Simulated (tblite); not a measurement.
CH10GeO2Si2.
Bonds: Si1–O2, O2–C3, C3–O4, O4–Si5, Si5–Ge6. Hydrogens: H7, H8, H9 on Si1; H10, H11 on C3; H12, H13 on Si5; H14, H15, H16 on Ge6.

Computed with GFN2-xTB (tblite), gas phase: L-BFGS steps from a force-field or distance-geometry start until the largest atomic force falls under 0.01 eV/Å.

Step 1: E = -567.0777 eV
```
atom  x, y, z in Å  |  force x, y, z in eV/Å
Si1    -3.1717    0.2402    0.1466    0.024  -0.105  -0.412
O2     -1.9526   -0.3508   -0.8497   -0.338   0.415   1.276
C3     -0.7391   -0.4703   -0.1734   -0.167   0.003  -0.203
O4      0.2694   -0.9511   -0.9928    0.737  -0.122   1.231
Si5     1.7430   -1.0706   -0.1714   -0.384  -0.085  -0.456
Ge6     2.7278    1.0292   -0.0349   -0.142  -0.102   0.070
H7     -4.4328    0.3497   -0.5909    0.459  -0.180  -0.190
H8     -3.3684   -0.6565    1.3078    0.151   0.099  -0.211
H9     -2.8027    1.5792    0.6561    0.065  -0.229  -0.091
H10    -0.8762   -1.1603    0.7029    0.130   0.432  -0.467
H11    -0.4480    0.5421    0.2153   -0.088  -0.508  -0.071
H12     2.6497   -1.9702   -0.8898   -0.467  -0.039  -0.118
H13     1.5425   -1.5997    1.2007   -0.100  -0.032  -0.288
H14     4.0922    0.9214    0.6872   -0.565   0.342  -0.322
H15     1.8082    1.9918    0.7508    0.612  -0.036  -0.302
H16     2.9510    1.5848   -1.4436    0.074   0.146   0.555
```

Step 2: E = -567.2091 eV
```
atom  x, y, z in Å  |  force x, y, z in eV/Å
Si1    -3.1705    0.2361    0.1311   -0.365   0.255   0.545
O2     -1.9632   -0.3367   -0.8058    0.087  -0.082  -0.181
C3     -0.7455   -0.4712   -0.1842    0.216   0.137   0.603
O4      0.2941   -0.9543   -0.9508   -0.425  -0.158  -0.043
Si5     1.7295   -1.0737   -0.1878    0.569   0.005   0.399
Ge6     2.7235    1.0266   -0.0326   -0.179  -0.273  -0.006
H7     -4.4179    0.3441   -0.5964    0.220  -0.171  -0.377
H8     -3.3636   -0.6536    1.3015    0.109   0.110  -0.207
H9     -2.8005    1.5722    0.6534    0.026  -0.212  -0.089
H10    -0.8720   -1.1466    0.6882    0.050   0.151  -0.111
H11    -0.4508    0.5261    0.2132    0.002  -0.177  -0.003
H12     2.6349   -1.9713   -0.8932   -0.399  -0.120  -0.220
H13     1.5393   -1.6009    1.1920   -0.059  -0.013  -0.308
H14     4.0743    0.9322    0.6771   -0.403   0.305  -0.231
H15     1.8276    1.9905    0.7413    0.470   0.066  -0.201
H16     2.9533    1.5894   -1.4259    0.080   0.178   0.430
```

Step 3: E = -567.2474 eV
```
atom  x, y, z in Å  |  force x, y, z in eV/Å
Si1    -3.1754    0.2388    0.1354   -0.185   0.168   0.407
O2     -1.9634   -0.3352   -0.7999    0.027  -0.057  -0.182
C3     -0.7440   -0.4699   -0.1794    0.115   0.098   0.439
O4      0.2923   -0.9568   -0.9435   -0.237  -0.181  -0.106
Si5     1.7350   -1.0744   -0.1854    0.334   0.018   0.299
Ge6     2.7204    1.0225   -0.0323   -0.147  -0.209  -0.031
H7     -4.4123    0.3408   -0.6024    0.141  -0.158  -0.405
H8     -3.3613   -0.6517    1.2978    0.074   0.054  -0.112
H9     -2.7997    1.5683    0.6518    0.032  -0.110  -0.043
H10    -0.8706   -1.1423    0.6845    0.012   0.019   0.100
H11    -0.4511    0.5213    0.2130    0.059   0.017   0.074
H12     2.6269   -1.9731   -0.8967   -0.333  -0.162  -0.257
H13     1.5379   -1.6013    1.1865   -0.048  -0.042  -0.210
H14     4.0656    0.9382    0.6721   -0.321   0.278  -0.183
H15     1.8374    1.9912    0.7369    0.403   0.092  -0.159
H16     2.9548    1.5926   -1.4169    0.075   0.174   0.372
```

Step 4: E = -567.3143 eV
```
atom  x, y, z in Å  |  force x, y, z in eV/Å
Si1    -3.1872    0.2467    0.1503    0.130  -0.058  -0.112
O2     -1.9659   -0.3308   -0.7844    0.004  -0.003  -0.105
C3     -0.7411   -0.4658   -0.1638   -0.076  -0.052  -0.069
O4      0.2895   -0.9681   -0.9246    0.057  -0.131  -0.145
Si5     1.7493   -1.0756   -0.1770   -0.222  -0.062  -0.083
Ge6     2.7095    1.0088   -0.0328   -0.060  -0.003  -0.092
H7     -4.3953    0.3285   -0.6286    0.044  -0.126  -0.391
H8     -3.3543   -0.6469    1.2876   -0.026  -0.130   0.187
H9     -2.7966    1.5580    0.6477    0.060   0.211   0.098
H10    -0.8675   -1.1334    0.6819   -0.082  -0.254   0.556
H11    -0.4492    0.5133    0.2162    0.178   0.415   0.220
H12     2.5990   -1.9827   -0.9132   -0.197  -0.212  -0.303
H13     1.5332   -1.6044    1.1694   -0.025  -0.141   0.126
H14     4.0366    0.9605    0.6555   -0.016   0.182  -0.013
H15     1.8719    1.9957    0.7221    0.166   0.192  -0.011
H16     2.9604    1.6052   -1.3851    0.065   0.174   0.136
```

Question: Estimate the geometry and energy of step 5. (The exact step hangs on the optimiser's Hessian estimate; all steps are aligned on step 4, rigid shifts and turns removed.)

Answer: E = -567.3375 eV, largest force 0.538 eV/Å
```
atom  x, y, z in Å  |  force x, y, z in eV/Å
Si1    -3.1900    0.2488    0.1540    0.166  -0.101  -0.236
O2     -1.9662   -0.3295   -0.7810    0.047   0.008  -0.037
C3     -0.7408   -0.4651   -0.1589   -0.077  -0.072  -0.065
O4      0.2884   -0.9738   -0.9203    0.044  -0.073  -0.088
Si5     1.7516   -1.0772   -0.1752   -0.322  -0.137  -0.195
Ge6     2.7048    1.0040   -0.0343   -0.033   0.057  -0.080
H7     -4.3885    0.3223   -0.6434    0.064  -0.117  -0.345
H8     -3.3522   -0.6472    1.2869   -0.049  -0.149   0.226
H9     -2.7946    1.5575    0.6477    0.051   0.250   0.116
H10    -0.8676   -1.1339    0.6890   -0.080  -0.191   0.497
H11    -0.4460    0.5164    0.2204    0.157   0.332   0.183
H12     2.5862   -1.9891   -0.9233   -0.181  -0.189  -0.285
H13     1.5312   -1.6076    1.1654   -0.015  -0.160   0.200
H14     4.0265    0.9709    0.6497    0.087   0.141   0.044
H15     1.8862    2.0002    0.7169    0.079   0.221   0.039
H16     2.9634    1.6122   -1.3723    0.063   0.180   0.024
```

The energy changes by -0.0232 eV. The first-order estimate −F·Δx gives -0.0274 eV and the mean of the old and new forces, exact on a quadratic surface, -0.0233 eV. The step makes an angle of 56° with the force vector and moves no atom by more than 0.018 Å.

What follows is the cost of the whole relaxation. Time: 2.9 s wall. Hardware: Arm Neoverse N1, one thread, shared host.
